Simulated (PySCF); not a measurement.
Diatomics of P with group 14

PBE with double-zeta basis sets in PySCF, for the lowest determinant that a PBE0 search found; no spin–orbit coupling. De refers to high-spin ground-configuration atoms. A positive dipole means M(−)P(+).

| M | basis | state (unpaired electrons) | Re (Å) | ωe (cm⁻¹) | De (eV) | μ (D) |
| --- | --- | --- | --- | --- | --- | --- |
| Si | def2-SVP | doublet (π ↑) | 2.105 | 602 | 3.89 | -0.64 |
| Ge | def2-SVP | doublet (π ↑) | 2.177 | 470 | 3.62 | -1.01 |
| Sn | cc-pVDZ-PP/cc-pV(D+d)Z | doublet (π ↑) | 2.383 | 392 | 3.07 | -1.95 |
| Pb | def2-SVP | doublet (π ↑) | 2.466 | 356 | 2.85 | -2.45 |

The shortest bond is that of SiP (2.105 Å), the longest that of PPb (2.466 Å).

The rows differ in basis set, which adds steps of its own.

Down a group the atoms grow and get heavier, so bonds lengthen and wavenumbers fall; this series shows no clear exception.

Spin–orbit coupling is left out, which matters for elements this heavy, above all for dissociation energies. States were picked by a PBE0 search and need not be the measured ground states.
